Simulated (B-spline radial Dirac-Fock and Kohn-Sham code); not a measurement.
B 2s: cross section and angular parameters

System: neutral boron, configuration [He] 2s2 2p1; threshold 11.89 eV (orbital energy of the model). Level of theory: Dirac-Hartree-Slater photoionisation with a Latter tail; cross sections with all multipoles, angular parameters from the dipole term and its interference with E2; a radial finite-basis atomic code.

The run's input, task.json:

```json
{"items": [{
  "Z": 5,
  "q": 0,
  "cfg": [[1, 0, 2], [2, 0, 2], [2, 1, 1]],
  "A": 11,
  "rrms": 2.406,
  "do": "xps",
  "hv": [60, 67.1, 80, 87.8, 99.9, 100, 150, 200, 300, 539.0, 552.0, 651.0, 794.0, 800, 866.0, 1060.0, 1320.0, 1910.0, 1940.0, 2330.0, 2984.4, 3410.0, 3590.0, 4960.0, 5580.0, 5590.0, 5730.0, 6450.0, 8260.0, 12200.0],
  "edges": {"K": 188.0}
}]}
```

Run with: `python xray2_run.py task.json out`

For linearly polarised light dσ/dΩ = σ/(4π) [1 + β P₂(cos θ) + (δ + γ cos²θ) sin θ cos φ], with θ from the polarisation vector and φ the angle between the beam and the projection of the electron momentum on the plane normal to the polarisation.

```
hν (eV)    σ (kb)      β       γ
     60       573  2.000  -0.004
   67.1       481  2.000   0.005
     80       357  2.000   0.021
   87.8       302  2.000   0.031
   99.9       235  2.000   0.048
    100       234  2.000   0.048
    150      99.3  2.000   0.113
    200      51.8  2.000   0.163
    300         ?      ?       ?
    539      4.63  2.000   0.404
    552      4.35  2.000   0.412
    651      2.83  2.000   0.465
    794      1.66  2.000   0.538
    800      1.63  2.000   0.541
    866      1.31  2.000   0.572
   1060     0.747  2.000   0.656
   1320     0.400  2.000   0.755
   1910     0.136  2.000   0.946
   1940     0.130  2.000   0.954
   2330    0.0751  2.000   1.061
 2984.4    0.0355  2.000   1.219
   3410    0.0236  2.000   1.312
   3590    0.0201  2.000   1.350
   4960   0.00736  2.000   1.610
   5580   0.00508  2.000   1.716
   5590   0.00505  2.000   1.717
   5730   0.00467  2.000   1.740
   6450   0.00321  2.000   1.854
   8260   0.00145  2.000   2.112
  12200  0.000410  2.000   2.584
```

Q: Give the values at 300 eV.

A: σ = 19.9 kb, β = 2.000, γ = 0.246. For an s subshell δ is negligible.

Values without a named source are computed, but for edge energies of neutral atoms, which are taken from tables.
